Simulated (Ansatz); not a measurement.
Basis sets compared for the cluster Cu₂H₄ (the lowest singlet isomer of a short search). Charge 0, multiplicity 1. Geometry r2SCAN-D4/def2-TZVP. Ansatz on 4 threads of Intel Xeon Platinum 8259CL on a shared host; times are rough, and most runs start from earlier orbitals.

| atom | x (Å) | y (Å) | z (Å) |
| --- | --- | --- | --- |
| Cu1 | -0.6964 | 0.5983 | 1.4074 |
| Cu2 | 0.5594 | -0.2708 | -0.3522 |
| H3 | 1.0896 | -0.8321 | -1.8183 |
| H4 | -2.1144 | 1.0785 | 1.5362 |
| H5 | 0.8397 | 0.0524 | 1.1724 |
| H6 | 0.3220 | -0.6263 | -1.9456 |

The 6-31G sets use Cartesian d functions. In the singlet, H3 and H6 lie 0.80 Å apart (atoms count from 1), so H2 has formed as a molecule. The structure comes from a short search, and lower isomers may exist.

Binding counts from free atoms (Cu doublet, H doublet) in the same basis, without a counterpoise term.

```json
{"level": "HF/STO-3G", "functions": "40", "energy (Eh)": "-3242.7594", "HOMO (eV)": "-5.09", "LUMO (eV)": "1.40", "binding per atom (eV)": "–", "wall time": "1.2 s"}
{"level": "HF/6-31G", "functions": "66", "energy (Eh)": "-3279.4689", "HOMO (eV)": "-7.90", "LUMO (eV)": "1.00", "binding per atom (eV)": "1.55", "wall time": "0.65 s"}
{"level": "PBE-D4/def2-SVP", "functions": "82", "energy (Eh)": "-3282.4170", "HOMO (eV)": "-4.76", "LUMO (eV)": "-1.97", "binding per atom (eV)": "2.14", "wall time": "1.1 s"}
{"level": "PBE-D4/def2-TZVP", "functions": "114", "energy (Eh)": "-3282.9331", "HOMO (eV)": "-5.10", "LUMO (eV)": "-2.30", "binding per atom (eV)": "2.02", "wall time": "1.3 s"}
{"level": "r2SCAN-D4/def2-TZVP", "functions": "114", "energy (Eh)": "-3283.3955", "HOMO (eV)": "-5.15", "LUMO (eV)": "-2.08", "binding per atom (eV)": "2.08", "wall time": "2.5 s"}
{"level": "PBE0-D4/def2-SVP", "functions": "82", "energy (Eh)": "-3282.4218", "HOMO (eV)": "-5.75", "LUMO (eV)": "-1.15", "binding per atom (eV)": "2.01", "wall time": "1.5 s"}
{"level": "PBE0-D4/def2-TZVP", "functions": "114", "energy (Eh)": "-3282.9167", "HOMO (eV)": "-6.03", "LUMO (eV)": "-1.47", "binding per atom (eV)": "1.92", "wall time": "3.7 s"}
```

Problem. Estimate the rows for PBE-D4/def2-TZVPD, r2SCAN-D4/def2-TZVPD, PBE0-D4/def2-TZVPD.

Solution. 
```json
{"level": "PBE-D4/def2-TZVPD", "functions": "132", "energy (Eh)": "-3282.9359", "HOMO (eV)": "-5.16", "LUMO (eV)": "-2.52", "binding per atom (eV)": "2.03", "wall time": "1.7 s"}
{"level": "r2SCAN-D4/def2-TZVPD", "functions": "132", "energy (Eh)": "-3283.3977", "HOMO (eV)": "-5.20", "LUMO (eV)": "-2.28", "binding per atom (eV)": "2.09", "wall time": "2.8 s"}
{"level": "PBE0-D4/def2-TZVPD", "functions": "132", "energy (Eh)": "-3282.9190", "HOMO (eV)": "-6.08", "LUMO (eV)": "-1.75", "binding per atom (eV)": "1.93", "wall time": "2.2 s"}
```
